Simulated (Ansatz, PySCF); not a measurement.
Molecule: AlBr2 (charge 0, doublet). It need not be the lowest isomer of its formula. 
Structure (B3LYP-D3(BJ)/def2-TZVP (Ansatz, an electronic-structure program) minimum search):
```
Al
Br 1 2.2822
Br 1 2.2822 2 119.32
```
Charge 0, spin multiplicity 2.

Quantity: vertical electron affinity (to the singlet state of charge -1; a negative value means that the extra electron is unbound and the number depends on the basis; each state is the SCF solution reached for its spin; for the singlet the Hartree-Fock reference is unstable and T1 is 0.014), in eV. Cores are frozen in the correlated levels unless marked. UHF or UKS for open shells. Spin-orbit coupling is left out. The frozen core is the preceding noble-gas configuration, with the filled d and f shells of earlier blocks. Non-relativistic. Anions need diffuse functions: def2-D sets add few. CBS marks a two-point X^-3 extrapolation of the correlation energy; Hartree-Fock from the larger set. [CCSD(T)-MP2]/basis is that difference in the basis named.

```json
[
 {"level": "HF/def2-QZVPPD", "program": "Ansatz", "vertical electron affinity (eV)": "0.91"},
 {"level": "r2SCAN/def2-TZVPD", "program": "Ansatz", "vertical electron affinity (eV)": "1.74"},
 {"level": "M06-2X/def2-TZVPD", "program": "PySCF", "vertical electron affinity (eV)": "1.91"},
 {"level": "CAM-B3LYP/def2-TZVPD", "program": "Ansatz", "vertical electron affinity (eV)": "1.99"},
 {"level": "wB97M-V/def2-TZVPD", "program": "Ansatz", "vertical electron affinity (eV)": "2.05"},
 {"level": "wB97X/def2-TZVPD", "program": "Ansatz", "vertical electron affinity (eV)": "1.97"},
 {"level": "MP2/def2-SVPD", "program": "Ansatz", "vertical electron affinity (eV)": "1.72"},
 {"level": "MP2/def2-TZVPPD", "program": "Ansatz", "vertical electron affinity (eV)": "1.81"},
 {"level": "RI-MP2/CBS(def2-TZVPPD,def2-QZVPPD)", "program": "Ansatz", "vertical electron affinity (eV)": "1.92"},
 {"level": "SCS-MP2/def2-TZVPPD", "program": "Ansatz", "vertical electron affinity (eV)": "1.84"},
 {"level": "CCSD/def2-TZVPPD", "program": "Ansatz", "vertical electron affinity (eV)": "1.89"},
 {"level": "CCSD(T)/def2-SVPD", "program": "Ansatz", "vertical electron affinity (eV)": "1.87"},
 {"level": "CCSD(T)/def2-TZVPPD", "program": "Ansatz", "vertical electron affinity (eV)": "1.95"},
 {"level": "RI-MP2/CBS(def2-TZVPPD,def2-QZVPPD)+[CCSD(T)-MP2]/def2-SVPD", "program": "Ansatz", "vertical electron affinity (eV)": "2.07"}
]
```
